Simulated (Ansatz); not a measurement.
Geometry optimisation, RKS revPBE-D4/def2-SVP (Ansatz).

Input file:

```yaml
crystal:
  periodic: [false, false, false]
  atoms:
    - { symbol: Zr, position_ang: [0.319011, 0.48015, -0.452902] }
    - { symbol: Cl, position_ang: [-0.166862, -0.253026, 3.164406] }
    - { symbol: Cl, position_ang: [2.020651, -0.281537, -1.870291] }
    - { symbol: Cl, position_ang: [-1.19402, 1.671657, -1.784619] }
    - { symbol: O, position_ang: [-0.6105, -1.07625, 0.090835] }
    - { symbol: H, position_ang: [-1.171794, -1.811478, 0.375921] }
    - { symbol: Br, position_ang: [1.47469, 2.317327, 1.102274] }
    - { symbol: H, position_ang: [0.564925, 0.862157, 3.245377] }
basis:
  gaussian: { orbitals: def2-SVP }
hamiltonian:
  xc: revpbe
  dispersion: d4
relax:
  f_tol: 0.03
  max_steps: 50
output:
  orbitals: {}
```

Run as:

```bash
$ ansatz run input.yaml --threads 4 --pin off --max-ram 5120MiB --backend cpu --events-out ev --progress --plain --runs-dir out
```

Q: Where does it end, and by what steps?

A: The run converged. The force dipped under the threshold on the way, but the program's further checks kept it going. After 15 steps the energy has fallen by 0.295 eV; H6 moved furthest, 1.10 Å.

```tsv
step	energy less start (eV)	largest force component (eV/Å)	accepted
0	0.0000	0.740	yes
1	-0.0831	0.810	yes
2	-0.1381	1.024	yes
3	-0.1944	0.736	yes
4	-0.2232	0.402	yes
5	-0.2376	0.203	yes
6	-0.2454	0.216	yes
7	-0.2529	0.170	yes
8	-0.2605	0.251	yes
9	-0.2680	0.521	yes
10	-0.2755	0.469	yes
11	-0.2848	0.408	yes
12	-0.2943	0.134	yes
13	-0.2954	0.028	yes
14	-0.2949	0.038	no
15	-0.2955	0.024	yes
```

```xyz
8
Properties=species:S:1:pos:R:3
Zr 0.360 0.557 -0.735
Cl -0.375 -0.551 3.391
Cl 2.063 -0.330 -2.104
Cl -1.251 1.735 -1.993
O -0.474 -0.830 0.242
H -0.702 -1.164 1.136
Br 1.333 2.042 1.077
H 0.283 0.449 2.856
```

Whether the end is a true minimum wasn't checked by a vibrational analysis.

The run took 35 s on 4 threads of Arm Neoverse V2, on a shared host, peak memory 0.24 GiB.
